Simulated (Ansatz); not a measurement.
Born–Oppenheimer molecular dynamics of Cl$_{5}$Ta (6 atoms, charge 0, multiplicity 1). It starts from a relaxed structure.

The calculation used RKS B3LYP/def2-SVP (Ansatz 0.2.0).

| Property | Result |
| --- | --- |
| ensemble | NVE (velocity Verlet) |
| time step | 1 fs |
| steps asked | 100 |
| starting velocities drawn for | 1000 K |
| seed | 638843 |

First frame:

```xyz
6
Properties=species:S:1:pos:R:3
Ta 0.000 0.000 0.000
Cl 2.304 0.000 0.000
Cl 0.000 0.000 2.347
Cl 0.000 0.000 -2.347
Cl -1.152 1.995 0.000
Cl -1.152 -1.995 0.000
```

**Question.** How far do the bonds stretch over the last three quarters of this one trajectory? (Pairs bonded in most of those frames.)

**Answer.** 
```tsv
bond	mean (Å)	spread (Å)	shortest	longest
Ta1–Cl2	2.329	0.063	2.22	2.41
Ta1–Cl3	2.338	0.049	2.27	2.42
Ta1–Cl4	2.352	0.046	2.29	2.43
Ta1–Cl5	2.294	0.045	2.23	2.36
Ta1–Cl6	2.319	0.079	2.21	2.44
```

Mean temperature of the second half: 488 K. The conserved energy stayed within 0.076 meV per atom of its start (net change 0.054 meV per atom), so the integration is sound. Over the second half the temperature averaged 0.49 of the 1000 K drawn at the start: a run that starts near a minimum puts about half its kinetic energy into the potential. A run of 0.1 ps of so small a system gives no equilibrium averages.

Run time: 9.8 min on 2 threads of Arm Neoverse V1, on a shared host, peak memory 0.35 GiB.
